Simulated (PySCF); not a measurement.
Computed shifts of a molecule C₃H₅FOSi, PBE/pcSseg-1 (PySCF), GIAO, gas phase, atoms alike by connectivity averaged where their shifts nearly agree, in ppm (number of nuclei): ¹³C: 102.1 (1), 87.0 (1), 56.6 (1). ²⁹Si: -25.9 (1). ¹⁹F: -215.7 (1). ¹H: 5.28 (1), 3.99 (2), 2.62 (1), -0.29 (1). References: ¹³C against TMS (σ = 182.0 ppm); ²⁹Si against TMS (σ = 335.4 ppm); ¹⁹F against CFCl3 (σ = 133.6 ppm); ¹⁷O against H2O (σ = 334.3 ppm); ¹H against TMS (σ = 31.49 ppm), references at their B3LYP-D3(BJ)/def2-TZVP geometries, non-relativistic. Coordinates come from a ωB97X-D3(BJ)/def2-SVP optimisation. Other conformers were not sampled.

Question: Which molecule gave these data?
(A) FC1=CCO[SiH2]1
(B) F[SiH2]C1=CCO1
(C) C#C[Si@H](F)CO
(D) O=C1C[C@H](F)[SiH2]1

Answer: C, C#C[Si@H](F)CO
